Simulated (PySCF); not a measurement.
Species: C₈H₉OP.
Numbering: `[CH3:1][C:2]#[C:3][P:4]([CH3:5])[c:6]1[cH:7][cH:8][o:9][cH:10]1` (hydrogens: H11, H12, H13 on C1; H14, H15, H16 on C5; H17 on C7; H18 on C8; H19 on C10)

Computed, not measured: PySCF, PBE0-D3(BJ)/def2-SVP geometry optimisation, gas phase.

(1) Give the optimised bond lengths and angles.

Answers

(1) 
```tsv
bond	length (Å)	order
C1–C2	1.451	single
C2≡C3	1.218	triple
C3–P4	1.770	single
P4–C5	1.849	single
P4–C6	1.822	single
C6–C7	1.437	aromatic
C7–C8	1.361	aromatic
C8–O9	1.348	aromatic
O9–C10	1.349	aromatic
C6–C10	1.368	aromatic
C1–H11, C1–H12, C1–H13	1.102	single
C5–H14, C5–H15, C5–H16	1.100	single
C7–H17	1.088	single
C8–H18	1.087	single
C10–H19	1.087	single
```

Bonds in one row agree within 0.01 Å and their mean is given. Orders are formal, as drawn. A selection of angles:
```tsv
angle	degrees
C2–C1–H11	110.7
H11–C1–H12	107.6
C1–C2–C3	179.4
C2–C3–P4	174.1
C3–P4–C5	100.8
C3–P4–C6	100.2
C5–P4–C6	100.5
P4–C5–H14	108.7
P4–C5–H15	108.4
P4–C5–H16	112.3
H14–C5–H15	107.9
H14–C5–H16	109.8
P4–C6–C7	126.4
P4–C6–C10	128.2
C7–C6–C10	105.2
C6–C7–C8	106.1
C6–C7–H17	126.9
C8–C7–H17	127.0
C7–C8–O9	110.6
C7–C8–H18	133.2
O9–C8–H18	116.2
C8–O9–C10	107.3
O9–C10–H19	116.1
C6–C10–O9	110.8
C6–C10–H19	133.1
```

Dihedral angles: C3–P4–C6–C7 57° (synclinal). The mirror-image conformer, all signs reversed, is as good.

Of the pairs four or more bonds apart, C5···H19 is among the closest relative to their van der Waals radii: 2.98 Å, 103 % of the sum of Bondi's values. P4 (phosphine phosphorus) is pyramidal (angles 100.8°, 100.5° and 100.2°, sum 301.5°, 0.83 Å off the plane of its three neighbours). The 3 C–P bonds span 1.770 Å (C3–P4, drawn single) to 1.849 Å (P4–C5, drawn single), a spread of 0.079 Å. The C–C distances run from 1.218 Å (C2≡C3, drawn triple) to 1.451 Å (C1–C2, drawn single), a spread of 0.233 Å. The 5-membered ring C6–C7–C8–O9–C10 has internal angles of 105.2° to 110.8° (sum 540°, against 540° for a flat polygon); it is planar, 0.00 Å rms from its mean plane, widest ring torsion 0°.

Point group: C1 (no symmetry element, even within 0.4 Å). No frequency check. One conformer, not necessarily the lowest.
